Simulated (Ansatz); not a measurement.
Cartesian coordinates (Å):
```xyz
8

Nb     0.1345     0.3079     0.0092
Cl     1.6770     0.8475    -1.6437
Cl    -0.0528     1.6439     1.9005
Cl    -1.2215    -1.5653    -0.2259
O     -1.1603     1.3486    -0.8604
H     -1.8309     1.8786    -1.3173
O      1.4286    -0.7398     0.8716
H      2.0977    -1.2893     1.3071
```
Charge 0, spin multiplicity 1.

Calculation: Ansatz (a first-principles code) with frozen-core CCSD(T)/def2-TZVPP // BP86-D3(BJ)/def2-SVP.

| Property | Result |
|---|---|
| HF energy | -1586.11846 Ha |
| MP2 correlation energy | -1.53217 Ha |

Estimate the CCSD correlation energy, the (T) correction, the total energy and the T1 diagnostic.


```json
{
 "CCSD correlation energy": "-1.54257 Ha",
 "(T) correction": "-0.08175 Ha",
 "CCSD(T) total energy": "-1587.74278 Ha",
 "T1 diagnostic": "0.021"
}
```
